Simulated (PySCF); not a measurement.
C8H5N5, SMILES C1N=C2N=CC=C3C=CN=C(N=1)N32.

Geometry optimised at PBE-D3(BJ)/def2-SVP.

Level of theory: B3LYP/def2-SVP run with PySCF.

Symmetry labels are those of the subgroup C2v that the program uses (full group C2v).

Computed valence orbital energies around the gap with their symmetry:
| orbital | symmetry | energy (eV) |
|---|---|---|
| HOMO−7 | B1 | -9.77 |
| HOMO−6 | B1 | -8.94 |
| HOMO−5 | A2 | -8.81 |
| HOMO−4 | A1 | -8.70 |
| HOMO−3 | A1 | -8.16 |
| HOMO−2 | B2 | -7.65 |
| HOMO−1 | B2 | -7.42 |
| HOMO | A2 | -6.03 |
| LUMO | B1 | -2.82 |
| LUMO+1 | B1 | -1.67 |
| LUMO+2 | A2 | -1.60 |
| LUMO+3 | A1 | 1.27 |
